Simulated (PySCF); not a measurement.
VOCl, SMILES [O]=[V][Cl] (connectivity only; charge and spin as stated), neutral, multiplicity 3.

Coordinates come from a B3LYP-D3(BJ)/def2-TZVP optimisation. The spin state was assumed, not searched.

Level of theory: PySCF with PBE/def2-TZVPD.

Isolated molecule, no solvent.

Q: Estimate the frontier levels, dipole moment and polarisability. (The exact figures need the calculation; the answer reports its results.)

A: 
The α spin, highest occupied and lowest empty level is -5.00 and -4.46 eV, the β spin, highest occupied and lowest empty level is -7.55 and -3.44 eV and the dipole moment is 3.11 D. The quadrupole, principal values (traceless, Buckingham form, about the centre of nuclear charge) is -12.06, 3.87, 8.18 D·Å. The mean static polarisability comes out as 53.8 bohr³ (7.96 Å³) and the polarisability, principal values is 37.2, 53.1, 70.9 bohr³. The ⟨S²⟩ is 2.032 (pure state 2.00).
